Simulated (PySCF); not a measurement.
# Unknown compound

The spectra below were simulated for a compound C$_{7}$H$_{9}$NOSi.

1H NMR (500 MHz, computed): δ 8.86 (d, 1H), 8.17 (d, 1H), 6.63 (m, 1H), 6.49 (br, 1H), 6.48 (m, 1H), 6.47 (m, 1H), 6.27 (m, 1H), 4.85 (m, 1H), 4.65 (d, 1H).

13C{1H} NMR (computed): δ 160.0 (C), 158.7 (CH), 154.4 (CH), 146.5 (CH2), 142.3 (CH), 140.7 (CH), 104.0 (CH).

[PySCF 2.14.0 with density-fitted response routines: shielding tensors at PBE0/pcSseg-1 (GIAO); geometry from GFN2-xTB; a single conformation; non-relativistic Hamiltonian; in vacuum]

δ = σ(ref) − σ, references computed at the same level: 1H (σref 31.72) and 13C (σref 186.93) vs TMS.

Question: Which candidate is it?
A. O=CN[SiH2]c1ccccc1
B. C=C[Si@H]1C=CC(NC=O)=C1
C. C/C(C=O)=C\C=C/[SiH2]C#N
D. C#C[C@@H]1C[SiH2]OC[C@H]1C#N
E. C=C(C#N)[Si@H]1CC=C(C)O1
F. N#C/C=C\C1=CC[SiH2]CO1

Answer: B. 

1. Rings plus π bonds: 5 (1 ring in the answer).
2. 7 carbon signals for 7 carbons: no two carbons are equivalent.
3. Carbon types of the structure: 1 × C, 5 × CH, 1 × CH2, leaving 2 H on heteroatoms.
4. δC 160.0: alkene carbon bearing nitrogen; an sp2 carbon further deshielded by the attached heteroatom.
5. δC 158.7: amide carbonyl carbon; lone-pair donation from the attached heteroatom keeps it upfield of a ketone carbonyl.
6. δC 154.4, 142.3, 140.7: alkene CH; the olefinic region.
7. δC 146.5: terminal =CH2 carbon; an sp2 carbon of a C=C bond.
8. δC 104.0: β carbon of an enol-ether or enamine type C=C; the O or N lone pair pushes π density onto this β carbon and shields it.

The others: C=C(C#N)[Si@H]1CC=C(C)O1 would give 7 signals for carbon-bound and other non-exchanging H, not 8; C/C(C=O)=C\C=C/[SiH2]C#N would give 6 signals for carbon-bound and other non-exchanging H, not 8; N#C/C=C\C1=CC[SiH2]CO1 would give 6 signals for carbon-bound and other non-exchanging H, not 8; C#C[C@@H]1C[SiH2]OC[C@H]1C#N would give 9 signals for carbon-bound and other non-exchanging H, not 8; O=CN[SiH2]c1ccccc1 would give 5 carbon signals, not 7.

The OH or NH signal is concentration- and solvent-dependent in practice; the value given is the gas-phase one. Amide-type NH protons are broadened by 14N but still split neighbouring CH signals. Shifts are as computed. Against solution values, carbons near 30 ppm lie about +3 ppm off and those near 130 ppm about +5 ppm. Of 1211 compounds with measured shifts, 218 miss one by over three times the rms of a fit or turn the order of signals round; such compounds aren't used in these exercises. The C=O carbon of an acid or of an amide with N–H lies up to 10 ppm further downfield in solution, through hydrogen bonding that the calculation lacks. No couplings were computed; multiplicities are counted from neighbouring protons, with m where these are inequivalent, close in shift, in a saturated or five-membered ring or joined by F or P, and br s for small geminal =CH2 splittings.
